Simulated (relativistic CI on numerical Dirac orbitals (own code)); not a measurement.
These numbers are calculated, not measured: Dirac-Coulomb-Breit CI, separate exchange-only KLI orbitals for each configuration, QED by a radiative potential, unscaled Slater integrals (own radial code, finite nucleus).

Configurations in the expansion (outside the closed core 1s2): 2s2, 2s.2p, 2p2, 2p.3s, 2p.3p, 2s.3s, 2s.3p, 2s.3d, 2s.4s, 2s.4p, 2s.4d, 2s.4f, 2s.5s, 3s2, 2s.5p, 2s.5d, 2s.5f, 2s.5g, 3s.3p, 3p2. Levels of other configurations are missing.

At this charge energies of transitions that change n are usually good to better than 1 %, and those within a shell (Δn = 0) to a few per cent.

Outline of the computed level scheme of Lu LXVIII. Lowest level of each configuration: 2s2 1S_0 at 0.0 eV; 2s.2p 3P°_0 at 160.4 eV; 2p2 3P_0 at 454.6 eV; 2s.3s 3S_1 at 9984.8 eV; 2s.3p 3P°_0 at 10060.8 eV; 2p.3s 3P°_0 at 10184.9 eV; 2p.3p 3D_1 at 10230.7 eV; 2s.3d 3D_1 at 10455.7 eV; 2s.4s 3S_1 at 13403.4 eV.

Some strong electric-dipole decays among the lowest 36 levels: 2s.3d 3D_3 → 2s.2p 3P°_2 (1.4e+15 s⁻¹); 2s.3d 3D_2 → 2s.2p 3P°_1 (1.4e+15 s⁻¹); 2s.3d 1D_2 → 2s.2p 1P°_1 (1.2e+15 s⁻¹); 2s.3d 3D_1 → 2s.2p 3P°_0 (8.6e+14 s⁻¹); 2p.3p 3P_0 → 2s.2p 3P°_1 (6.3e+14 s⁻¹); 2s.3p 1P°_1 → 2s2 1S_0 (5.7e+14 s⁻¹); 2p.3p 3P_1 → 2s.2p 3P°_2 (4.9e+14 s⁻¹); 2p.3p 1S_0 → 2s.2p 1P°_1 (4.4e+14 s⁻¹).

LS names give the leading component of a level, which can be under half, so a name can repeat, a term be missing and a line seem to break the LS rules.
